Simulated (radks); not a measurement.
Question: Dy27+, configuration [Kr] 4d1 5s2 (not the ground configuration). Calculated with a radial shooting solver on a logarithmic mesh with Libxc functionals: scalar-relativistic Kohn-Sham, PBE, spin-unpolarised, spherical densities, point nucleus. Some entries of the table are withheld. Estimate them.

| orbital | occ. | eigenvalue (hartree) | <r^2> (bohr^2) | <r> (bohr) |
|---|---|---|---|---|
| 1s | 2 | -2007.573 | 0.0006093 | 0.02112 |
| 2s | 2 | -364.0657 | 0.009508 | (1) |
| 2p | 6 | -327.0505 | 0.007698 | 0.07941 |
| 3s | 2 | -107.6583 | 0.06179 | 0.2327 |
| 3p | 6 | -96.28688 | 0.06177 | 0.2310 |
| 3d | 10 | -81.90008 | 0.05120 | 0.2092 |
| 4s | 2 | -45.15160 | 0.2646 | 0.4854 |
| 4p | 6 | -41.01653 | (2) | 0.5002 |
| 4d | 1 | -35.56674 | 0.2921 | 0.5056 |
| 4f | 0 | -29.84861 | 0.2663 | 0.4843 |
| 5s | 2 | (3) | (4) | 0.8613 |
| 5p | 0 | -22.56969 | 0.8972 | 0.8954 |
| 6s | 0 | -15.30355 | 2.018 | 1.346 |

Answer: 
(1) 2s <r> (bohr): 0.08972
(2) 4p <r^2> (bohr^2): 0.2827
(3) 5s eigenvalue (hartree): -24.36409
(4) 5s <r^2> (bohr^2): 0.8273
